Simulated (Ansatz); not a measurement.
C2H9NOSi (`CO[SiH2]CN`) at its PBE0-D4/def2-TZVP geometry, where that method's forces vanish. Charge 0, multiplicity 1.

```xyz
14

C     0.3380    1.5592   -1.3909
O     1.2930    0.9193   -0.5722
Si    1.1043   -0.5927    0.0334
C    -0.2721   -0.7105    1.3047
N    -1.5730   -0.5209    0.6666
H     0.7317    2.5386   -1.6686
H     0.1559    0.9862   -2.3080
H    -0.6138    1.6867   -0.8677
H     2.4031   -0.9506    0.6558
H     0.7787   -1.5463   -1.0728
H    -0.1651   -1.6523    1.8697
H    -0.1107    0.0985    2.0261
H    -2.3256   -0.5686    1.3420
H    -1.7445   -1.2467   -0.0180
```

What forces (eV/Å) does r2SCAN-D4/def2-TZVPP give on these atoms in Ansatz? (Estimate.)

Ansatz gave: 
```
C1  -0.220  0.158 -0.190
O2   0.224 -0.088  0.168
Si3  0.030 -0.061  0.004
C4   0.223 -0.038  0.080
N5  -0.178  0.107 -0.125
H6  -0.005 -0.012  0.002
H7  -0.001 -0.002  0.000
H8   0.011  0.005 -0.005
H9  -0.027  0.005 -0.011
H10 -0.004  0.010  0.017
H11  0.004 -0.017  0.034
H12 -0.012 -0.008  0.009
H13 -0.031 -0.026  0.017
H14 -0.014 -0.033 -0.002
```
